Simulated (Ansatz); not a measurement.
System: CsBr, charge 1, doublet. CsBr+ (parent SMILES [Br][Cs], doublet).
B3LYP-D3(BJ)/def2-TZVP minimum from Ansatz (a first-principles code):
```
Cs
Br 1 3.9295
```
Charge +1, spin multiplicity 2.

Total energies in def2-TZVPP, 7 correlated electrons, 18 frozen orbitals. Open shells are spin-unrestricted; no spin-orbit coupling. Cores are frozen in correlated methods (noble-gas shells, and filled d and f shells in the p block). Past Kr the def2 sets carry scalar-relativistic core potentials. Spin-orbit terms, left out, reach several kcal/mol for Br and I, and more for heavier atoms. The spin of BrCs+ (parent SMILES [Br][Cs], doublet) was assumed, and the state is the lowest solution found for it.

| method | program | energy (Eh) | minus CCSDT(Q) (mEh) |
|---|---|---|---|
| HF | Ansatz | -2592.12900 | 158.65 |
| MP2 | Ansatz | -2592.26287 | 24.78 |
| CCSD | Ansatz | -2592.28240 | 5.25 |
| CCSD(T) | Ansatz | -2592.28698 | 0.67 |
| CCSDT(Q) | Ansatz | -2592.28765 | 0.00 |

Rough core times of Ansatz's runs on a shared machine: CCSD(T) under 20 s, CCSDT(Q) 2 min.
